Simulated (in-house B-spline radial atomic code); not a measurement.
## Binding energies in Mn⁺

NIST's tabulated ground configuration is [Ar] 3d5 4s1; each binding energy is the energy of the ion with one electron taken from that subshell, relaxed, less that of the parent. Level of theory: Dirac-Kohn-Sham LDA VWN5, spherical fractional occupations, Fermi nucleus of rms radius 3.7057 fm; calculated with a radial B-spline atomic code at the basis-set limit. Energies include first-order Breit, QED and recoil terms.

```json
{"subshell": "1s", "X-ray name": "K", "binding energy (eV)": "6561.5", "-ε (eV)": "6421.6", "relaxation (eV)": "-148.5"}
{"subshell": "2s", "X-ray name": "L1", "binding energy (eV)": "773.2", "-ε (eV)": "750.2", "relaxation (eV)": "-23.7"}
{"subshell": "2p1/2", "X-ray name": "L2", "binding energy (eV)": "672.5", "-ε (eV)": "644.7", "relaxation (eV)": "-28.5"}
{"subshell": "2p3/2", "X-ray name": "L3", "binding energy (eV)": "661.9", "-ε (eV)": "634.3", "relaxation (eV)": "-28.0"}
{"subshell": "3s", "X-ray name": "M1", "binding energy (eV)": "102.3", "-ε (eV)": "93.7", "relaxation (eV)": "-8.7"}
{"subshell": "3p1/2", "X-ray name": "M2", "binding energy (eV)": "72.04", "-ε (eV)": "63.65", "relaxation (eV)": "-8.46"}
{"subshell": "3p3/2", "X-ray name": "M3", "binding energy (eV)": "70.75", "-ε (eV)": "62.37", "relaxation (eV)": "-8.41"}
{"subshell": "3d", "X-ray name": "M4,5", "binding energy (eV)": "22.62", "-ε (eV)": "15.22", "relaxation (eV)": "-7.39"}
{"subshell": "4s", "X-ray name": "N1", "binding energy (eV)": "15.86", "-ε (eV)": "12.16", "relaxation (eV)": "-3.71"}
```

Relaxation = -ε minus the binding energy without Breit, QED and recoil terms. With a density functional, K lines can miss by some tenths of a per cent, more in light atoms. For a density functional the relaxation so defined is negative, because -ε of a Kohn-Sham level is smaller than the binding energy.

Emission lines follow as differences of binding energies, with λ = 12398.42 eV·Å / E:

```csv
line,holes,energy (eV),wavelength (Å)
K-L3,1s → 2p3/2,5899.6,2.1016
K-L2,1s → 2p1/2,5889.0,2.1054
K-M3,1s → 3p3/2,6490.8,1.9102
L1-M3,2s → 3p3/2,702.5,17.65
L3-M1,2p3/2 → 3s,559.6,22.156
```

(1) What screening constant σ does Moseley's law, E = (3/4)·13.6057 eV·(Z - σ)², need for K-L3?

(2) What does it cost to remove both a 2p3/2 and a 2p1/2 electron?

(3) What does it cost to remove two 1s electrons?

(4) What does it cost to remove both a 2s and a 2p1/2 electron?

## Answers

(1) σ = 0.96.

(2) 1394.2 eV, which is 59.78 eV more than the two single binding energies together.

(3) 13415 eV, which is 291.9 eV more than the two single binding energies together.

(4) 1499.9 eV, which is 54.18 eV more than the two single binding energies together.
